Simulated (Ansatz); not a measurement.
Method: B3LYP-D3(BJ)/def2-SVP in Ansatz (a program for electronic structure). No frequencies were computed at this level.

Ansatz 0.2 input:
```yaml
crystal:
  periodic: [false, false, false]
  atoms:
    - { symbol: Al, position_ang: [-0.194025, 0.154658, 0.174453] }
    - { symbol: H, position_ang: [0.801442, 0.589731, -0.967024] }
    - { symbol: H, position_ang: [0.442583, -0.244661, 1.55804] }
    - { symbol: H, position_ang: [-1.562846, -0.475089, -0.228125] }
    - { symbol: C, position_ang: [0.17134, 4.299507, 1.551212] }
    - { symbol: C, position_ang: [-0.27513, 3.029011, 1.092243] }
    - { symbol: N, position_ang: [-0.660634, 2.01538, 0.718923] }
    - { symbol: H, position_ang: [1.241593, 4.390834, 1.366011] }
    - { symbol: H, position_ang: [-0.018909, 4.38881, 2.620476] }
    - { symbol: H, position_ang: [-0.357781, 5.090763, 1.019857] }
basis:
  gaussian: { orbitals: def2-svp }
hamiltonian:
  xc: b3lyp
  dispersion: d3bj
relax:
  max_steps: 150
```

Output:

```
Functional definition: B3LYP
984 factors; integrals over basis functions are off by at most 3.9e-4 eV
mean field evaluation 1: about -10248.8905 eV, gradient 4.6e1 eV
mean field evaluation 2: about -10243.0703 eV, gradient 7.0e1 eV
mean field evaluation 4: about -10253.9432 eV, gradient 2.4e0 eV
mean field evaluation 8: about -10253.9849 eV, gradient 1.3e-1 eV
mean field evaluation 16: about -10253.9850 eV, gradient 2.7e-5 eV
mean field -10253.98497650 eV, -376.8269974857 hartree, gradient 2.7e-5 eV, S^2 0.000000; 0 other end points of the search recorded, 0 dependent functions left out
reference -10253.98526307 eV, -376.8270080170 hartree; 19, 19 occupied and 71, 71 virtual orbitals, 984 factors
relax step   1: F+E_penalty+E_count = -10254.27091479 eV  Δ(F+E_penalty+E_count) = +0.000e0 eV  max|allowed force component| = 4.526e-1 eV/Å  Δτ_max = 0.0000 Å  (25 SCF iters, accepted)
these checks for a lower state are left out or cut short: starts, cluster_reference, orbital_swaps, neighbouring_geometries, increment
984 factors; integrals over basis functions are off by at most 4.2e-4 eV
mean field -10254.07796427 eV, -376.8304147234 hartree, gradient 2.6e-5 eV, S^2 0.000000; 0 other end points of the search recorded, 0 dependent functions left out
reference -10254.07825367 eV, -376.8304253585 hartree; 19, 19 occupied and 71, 71 virtual orbitals, 984 factors
relax step   2: F+E_penalty+E_count = -10254.35797025 eV  Δ(F+E_penalty+E_count) = -8.706e-2 eV  max|allowed force component| = 5.104e-1 eV/Å  Δτ_max = 0.1098 Å  (28 SCF iters, accepted)
these checks for a lower state are left out or cut short: starts, cluster_reference, orbital_swaps, neighbouring_geometries, increment
984 factors; integrals over basis functions are off by at most 4.8e-4 eV
mean field -10254.11642992 eV, -376.8318283097 hartree, gradient 2.7e-5 eV, S^2 0.000000; 0 other end points of the search recorded, 0 dependent functions left out
reference -10254.11672115 eV, -376.8318390122 hartree; 19, 19 occupied and 71, 71 virtual orbitals, 984 factors
relax step   3: F+E_penalty+E_count = -10254.39305471 eV  Δ(F+E_penalty+E_count) = -3.508e-2 eV  max|allowed force component| = 4.719e-1 eV/Å  Δτ_max = 0.0806 Å  (28 SCF iters, accepted)
these checks for a lower state are left out or cut short: starts, cluster_reference, orbital_swaps, neighbouring_geometries, increment
984 factors; integrals over basis functions are off by at most 5.7e-4 eV
mean field evaluation 32: about -10254.1418 eV, gradient 2.9e-1 eV
mean field -10254.16859076 eV, -376.8337451854 hartree, gradient 1.3e-5 eV, S^2 0.000000; 0 other end points of the search recorded, 0 dependent functions left out
reference -10254.16888430 eV, -376.8337559727 hartree; 19, 19 occupied and 71, 71 virtual orbitals, 984 factors
relax step   4: F+E_penalty+E_count = -10254.44373805 eV  Δ(F+E_penalty+E_count) = -5.068e-2 eV  max|allowed force component| = 5.278e-1 eV/Å  Δτ_max = 0.1998 Å  (26 SCF iters, accepted)
these checks for a lower state are left out or cut short: starts, cluster_reference, orbital_swaps, neighbouring_geometries, increment
984 factors; integrals over basis functions are off by at most 6.5e-4 eV
mean field -10254.18386907 eV, -376.8343066527 hartree, gradient 6.9e-6 eV, S^2 0.000000; 0 other end points of the search recorded, 0 dependent functions left out
reference -10254.18416649 eV, -376.8343175827 hartree; 19, 19 occupied and 71, 71 virtual orbitals, 984 factors
relax step   5: F+E_penalty+E_count = -10254.45802058 eV  Δ(F+E_penalty+E_count) = -1.428e-2 eV  max|allowed force component| = 1.353e0 eV/Å  Δτ_max = 0.1769 Å  (29 SCF iters, accepted)
these checks for a lower state are left out or cut short: starts, cluster_reference, orbital_swaps, neighbouring_geometries, increment
984 factors; integrals over basis functions are off by at most 6.6e-4 eV
mean field -10254.19652373 eV, -376.8347717030 hartree, gradient 2.0e-5 eV, S^2 0.000000; 0 other end points of the search recorded, 0 dependent functions left out
reference -10254.19682106 eV, -376.8347826297 hartree; 19, 19 occupied and 71, 71 virtual orbitals, 984 factors
relax step   6: F+E_penalty+E_count = -10254.47068393 eV  Δ(F+E_penalty+E_count) = -1.266e-2 eV  max|allowed force component| = 1.338e-2 eV/Å  Δτ_max = 0.0861 Å  (27 SCF iters, accepted)
these checks for a lower state are left out or cut short: starts, cluster_reference, orbital_swaps, neighbouring_geometries, increment
984 factors; integrals over basis functions are off by at most 6.7e-4 eV
mean field -10254.19706440 eV, -376.8347915723 hartree, gradient 2.5e-5 eV, S^2 0.000000; 0 other end points of the search recorded, 0 dependent functions left out
reference -10254.19736153 eV, -376.8348024917 hartree; 19, 19 occupied and 71, 71 virtual orbitals, 984 factors
relax step   7: F+E_penalty+E_count = -10254.47127330 eV  Δ(F+E_penalty+E_count) = -5.894e-4 eV  max|allowed force component| = 4.622e-2 eV/Å  Δτ_max = 0.0349 Å  (29 SCF iters, accepted)
these checks for a lower state are left out or cut short: starts, cluster_reference, orbital_swaps, neighbouring_geometries, increment
984 factors; integrals over basis functions are off by at most 6.8e-4 eV
mean field evaluation 64: about -10254.1972 eV, gradient 2.5e-5 eV
mean field -10254.19718336 eV, -376.8347959440 hartree, gradient 2.5e-5 eV, S^2 0.000000; 0 other end points of the search recorded, 0 dependent functions left out
reference -10254.19748041 eV, -376.8348068603 hartree; 19, 19 occupied and 71, 71 virtual orbitals, 984 factors
relax step   8: F+E_penalty+E_count = -10254.47131978 eV  Δ(F+E_penalty+E_count) = -4.648e-5 eV  max|allowed force component| = 3.148e-2 eV/Å  Δτ_max = 0.0260 Å  (28 SCF iters, accepted)
these checks for a lower state are left out or cut short: starts, cluster_reference, orbital_swaps, neighbouring_geometries, increment
984 factors; integrals over basis functions are off by at most 6.7e-4 eV
mean field -10254.19727568 eV, -376.8347993368 hartree, gradient 1.6e-5 eV, S^2 0.000000; 0 other end points of the search recorded, 0 dependent functions left out
reference -10254.19757273 eV, -376.8348102531 hartree; 19, 19 occupied and 71, 71 virtual orbitals, 984 factors
relax step   9: F+E_penalty+E_count = -10254.47145463 eV  Δ(F+E_penalty+E_count) = -1.349e-4 eV  max|allowed force component| = 2.346e-3 eV/Å  Δτ_max = 0.0055 Å  (21 SCF iters, accepted)
984 factors; integrals over basis functions are off by at most 6.7e-4 eV
mean field -10254.19727568 eV, -376.8347993368 hartree, gradient 1.6e-5 eV, S^2 0.000000; 1 other end points of the search recorded, 0 dependent functions left out
reference -10254.19757273 eV, -376.8348102531 hartree; 19, 19 occupied and 71, 71 virtual orbitals, 984 factors
Total energy: -10254.47175168 eV, -376.8448861438 hartree
Atom 0 at    -0.182998     0.030754     0.136519 Å, force    -0.000400     0.000272     0.000537 eV/Å
Atom 1 at     0.774766     0.119365    -1.140791 Å, force     0.001394     0.000432    -0.001035 eV/Å
Atom 2 at     0.387452    -0.703773     1.437208 Å, force     0.000933    -0.000359     0.001434 eV/Å
Atom 3 at    -1.757953    -0.053278    -0.126705 Å, force    -0.001665     0.000124    -0.000739 eV/Å
Atom 4 at     0.089368     4.438926     1.586076 Å, force    -0.000002    -0.002346    -0.001003 eV/Å
Atom 5 at     0.005724     3.061537     1.133094 Å, force    -0.000161    -0.000689     0.000394 eV/Å
Atom 6 at    -0.061075     1.968220     0.773624 Å, force    -0.000493     0.001164     0.000101 eV/Å
Atom 7 at     1.118824     4.808822     1.466590 Å, force    -0.000088     0.000708    -0.000594 eV/Å
Atom 8 at    -0.195095     4.500209     2.647302 Å, force     0.000100     0.000115     0.000488 eV/Å
Atom 9 at    -0.591378     5.068162     0.993151 Å, force     0.000380     0.000580     0.000418 eV/Å
Dipole moment:     0.101976     1.645512     0.541039 e Å
```

Cost: roughly 50 core-seconds.
